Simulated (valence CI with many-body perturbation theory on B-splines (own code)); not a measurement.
# Valence orbitals of La⁴⁹⁺

Level of theory: valence CI with perturbative core correlation (CI+MBPT): six valence electrons over a frozen Dirac-Fock core [He], a basis of 9 s, 9 p, 8 d, 6 f, 3 g, 1 h functions for each j, with the one-electron correlation potential Σ1 (screened to all orders), the two-electron term Σ2, the three-electron term Σ3, Breit, model QED; selected single and double excitations, second order for the rest, scaled by the run's own slope (own B-spline code, finite nucleus).

No measured spectrum was set against this ion. As an estimate, large intervals hold to a few tenths of a per cent, small ones and those within an open d or f shell to about a per cent. Among the levels kept, up to 2300 cm⁻¹ of a level comes from second order outside the variational space, and about a tenth of that is noise between levels of different J, which matters for small intervals.

These are the spectroscopic orbitals of the CI (the correlating ones are not listed), shaped by the core and the other valence electrons. h is the expectation value of the core's Dirac-Fock operator, without the valence repulsion; Σ1 is computed up to l = 3 at one energy for each symmetry, that of its lowest orbital but kept below the first core excitation, so for empty shells it is not the orbital's own correlation shift; Breit and QED include the response of the core, and the two lowest orbitals of each symmetry also the frequency dependence of Breit exchange, which makes a step in that column.

```
Orbital  h (hartree)  Σ1 (cm⁻¹)  Breit (cm⁻¹)  QED (cm⁻¹)  ⟨r⟩ (bohr)
  2s1/2      -405.66      -1374         51028       56976      0.1037
  3s1/2      -176.91       -329         13807       15978      0.2435
  4s1/2       -98.27       -128          5458        6477      0.4442
  5s1/2      -62.377      -62.8          2720        3246      0.7043
  2p1/2      -400.78      -3485        101615        -114     0.08683
  3p1/2      -175.47       -768         26739        -172      0.2286
  4p1/2      -97.658       -293         10597       -79.8      0.4312
  5p1/2      -62.064       -143          5275       -41.8      0.6932
  2p3/2      -383.15      -2573         37967        5912     0.09242
  3p3/2      -170.26       -568         10165        1520      0.2365
  4p3/2      -95.475       -217          4587         608      0.4417
  5p3/2      -60.952       -106          2299         304      0.7061
  3d3/2      -169.52       -249           887        -174      0.2018
  4d3/2      -95.162       -107           484       -52.9      0.4087
  5d3/2      -60.792      -55.0           247       -23.0      0.6751
  3d5/2      -167.99       -225           291         476      0.2044
  4d5/2      -94.515      -95.9           158         218      0.4119
  5d5/2      -60.461      -49.3          76.4         115      0.6790
  4f5/2      -94.331      -19.4           4.5       -69.1      0.3562
  5f5/2      -60.376      -11.0           3.8       -34.2      0.6242
  4f7/2      -94.023      -18.6           1.3        60.0      0.3579
  5f7/2      -60.217      -10.5           1.1        32.2      0.6261
  5g7/2      -60.189                      0.0       -21.7      0.5473
  5g9/2      -60.095                      0.0        17.4      0.5486
```

Among the shells of the start configuration 2s2 2p4, Σ1 is largest in size for 2p1/2, where it is 0.0040 % of h.

Lowest root of each symmetry, sizes in configuration state functions:

```tsv
J	Parity	Roots	Reference	Variational	Second order	Change by selected CI (cm⁻¹)	Change by second order (cm⁻¹)
0	even	8	30	57924	173175	-46756	-2
1	even	11	66	59994	751556	-43601	-325
2	even	12	74	59999	1215279	-44992	-358
3	even	6	51	59994	1061463	-47977	-775
4	even	2	25	55913	693461	-54294	-331
5	even	1	9	42633	212371	-48551	-70
0	odd	7	27	59999	239258	-50984	-4
1	odd	15	68	59999	967440	-56346	-521
2	odd	15	73	59998	1452537	-50335	-1356
3	odd	10	53	59989	1445686	-49253	-1598
4	odd	5	28	57945	1087606	-48931	-631
5	odd	2	9	57754	838072	-55378	-147
```
